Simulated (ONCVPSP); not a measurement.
# aluminium: excitation energies, all-electron against ONCV

| Item | Value |
| --- | --- |
| Element | aluminium |
| Generator | ONCVPSP 4.0.1 |
| Type | optimised norm-conserving Vanderbilt (ONCV) |
| Functional | LDA (Perdew-Wang 92) |
| Relativity | scalar-relativistic |
| Frozen core | [Ne] |
| Valence charge | 3 |
| Reference configuration | 3s1.5 3p1.5 |
| Partial waves | 3s: rc 2.10 bohr, ncon 5, nbas 9, qcut 3.7 1/bohr, 2 projectors, debl 2.4 Ha; 3p: rc 1.95 bohr, ncon 4, nbas 8, qcut 4.9 1/bohr, 1 projector |
| Local potential | polynomial inside 1.45 bohr (lpopt 5, dvloc0 0 Ha) |
| Core correction | Teter function, fcfact 5, rcfact 1.45 |

Energies are relative to the spin-unpolarised reference configuration 3s1.5 3p1.5; without spin polarisation the order of configurations can differ from experiment.

| valence configuration | charge | ΔE all-electron (eV) | error AE − PS (meV) |
| --- | --- | --- | --- |
| 3s2 3p1 | 0 | -2.551 | -0.5 |
| 3s2 3p0 | +1 | 3.290 | -0.8 |

**Question.** What are ΔE and the potential's error for 3s1 3p2?

**Answer.** ΔE = 2.604 eV all-electron; the error (AE − PS) is -0.6 meV.

**Question.** What are ΔE and the potential's error for 3s1 3p0?

**Answer.** ΔE = 22.660 eV all-electron; the error (AE − PS) is -21 meV.

Note: no bound ghost flagged; GHOST(+) flagged for s at 118.4 eV.
